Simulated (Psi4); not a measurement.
Psi4 input (wB97X-D/6-311+G**):

```
memory 1500 MB

molecule {
0 2
C     1.47250200   -0.39033400    0.14749700
B    -0.02295700    0.11241100   -0.06180800
C    -1.22045600   -0.70285400    0.59764200
N    -0.28744400    1.17334300   -0.90229800
H     1.57190100   -1.41553600   -0.22141200
H     2.22332500    0.22628300   -0.34509900
H     1.69376600   -0.42265400    1.21865700
H    -1.05117800   -0.78825100    1.67511500
H    -2.20365600   -0.26431600    0.43115000
H    -1.22842400   -1.72307900    0.20212000
H    -0.39111500    2.17122600   -0.80624100
symmetry c1
no_reorient
no_com
}

set {
  basis 6-311+G**
  reference uks
  scf_type df
  df_basis_scf def2-universal-jkfit
  dft_radial_points 99
  dft_spherical_points 590
  e_convergence 1e-8
  d_convergence 1e-7
  maxiter 150
}

e = energy('wb97x-d')
print_out(f'\nFINAL {e:.10f} DIPOLE {variable("CURRENT DIPOLE")[0]:.6f} {variable("CURRENT DIPOLE")[1]:.6f} {variable("CURRENT DIPOLE")[2]:.6f}\n')
```

From the output:

```
      79A      1.660572    80A      1.666110    81A      1.678833
      82A      1.688538    83A      1.757238    84A      1.773826
      85A      1.797035    86A      1.826360    87A      1.933112
      88A      1.951165    89A      2.045305    90A      2.064756
      91A      2.093703    92A      2.152975    93A      2.179747
      94A      2.255072    95A      2.274317    96A      2.299532
      97A      2.409107    98A      2.417018    99A      2.439733
     100A      2.465127   101A      2.536937   102A      2.551883
     103A      2.577073   104A      2.579124   105A      2.603047
     106A      2.615621   107A      2.632450   108A      2.694438
     109A      2.705281   110A      2.769059   111A      2.784598
     112A      2.789891   113A      2.845729   114A      2.894597
     115A      2.966903   116A      3.135439   117A      3.262878
     118A      3.682740   119A      3.761038   120A      3.857881
     121A      3.927193   122A      3.953557   123A      3.985154
     124A      4.158871   125A      4.177423   126A      4.800675
     127A     14.768893   128A     24.107733   129A     24.147052
     130A     35.689486

    Final Occupation by Irrep:
              A
    DOCC [    15 ]
    SOCC [     1 ]
    NA   [    16 ]
    NB   [    15 ]

  @DF-UKS Final Energy:  -160.00211327936123

   => Energetics <=

    Nuclear Repulsion Energy =            106.0677183511655528
    One-Electron Energy =                -424.3747502381517052
    Two-Electron Energy =                 174.9195838663197264
    DFT Exchange-Correlation Energy =     -16.6110341040094198
    Empirical Dispersion Energy =          -0.0036311546853812
    VV10 Nonlocal Energy =                  0.0000000000000000
    Total Energy =                       -160.0021132793612253

  UHF NO Occupations:
  HONO-2 :   14  A 1.9991695
  HONO-1 :   15  A 1.9986287
  HONO-0 :   16  A 1.0000000
  LUNO+0 :   17  A 0.0013713
  LUNO+1 :   18  A 0.0008305
  LUNO+2 :   19  A 0.0006540
  LUNO+3 :   20  A 0.0002136

Computation Completed

Properties will be evaluated at   0.000000,   0.000000,   0.000000 [a0]

Properties computed using the SCF density matrix

 Multipole Moments:

 ------------------------------------------------------------------------------------
     Multipole            Electronic (a.u.)      Nuclear  (a.u.)        Total (a.u.)
 ------------------------------------------------------------------------------------

 L = 1.  Multiply by 2.5417464519 to convert [e a0] to [Debye]
 Dipole X            :          0.0296746            0.0000038            0.0296784
 Dipole Y            :          0.2793460            0.0000019            0.2793479
 Dipole Z            :          0.3802136           -0.0000038            0.3802098
 Magnitude           :                                                    0.4727320

 ------------------------------------------------------------------------------------

FINAL -160.0021132794 DIPOLE 0.029678 0.279348 0.380210

*** Psi4 exiting successfully. Buy a developer a beer!
```

The geometry given is a B3LYP-D3(BJ)/def2-TZVP minimum.
